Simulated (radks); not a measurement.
Valence configurations of Xe II (all share [Kr]). Calculated with a radial shooting solver on a logarithmic mesh with Libxc functionals: Dirac Kohn-Sham, PBEsol, spin-unpolarised, spherical densities, point nucleus; open shells fill j = l - 1/2 first. Energies are relative to 4d10 5s2 5p5; eigenvalues in eV.

| valence | E (eV) | e(4d3/2) | e(4d5/2) | e(5p1/2) | e(5p3/2) | e(5s1/2) |
|---|---|---|---|---|---|---|
| 4d10 5s2 5p5 | 0.000 | -70.359 | -68.368 | -17.936 | -16.542 | -29.034 |
| 4d9 5s2 5p6 | 54.637 | -77.467 | -75.401 | -19.508 | -17.950 | -31.222 |
| 4d10 5s1 5p6 | 12.582 | -71.763 | -69.768 | -18.585 | -17.152 | -29.823 |
| 4d9.5 5s2 5p5.5 | 26.615 | -73.915 | -71.887 | -18.727 | -17.251 | -30.137 |
| 4d10 5s1.5 5p5.5 | 6.269 | -71.066 | -69.073 | -18.264 | -16.850 | -29.433 |
| 4d9.5 5s1.5 5p6 | 33.080 | -74.605 | -72.574 | -19.046 | -17.551 | -30.524 |

NIST lists [Kr] 4d10 5s2 5p5 as the ground configuration; this level of theory agrees among the configurations tried. The energies are those of spherical spin-averaged densities, not of single terms.
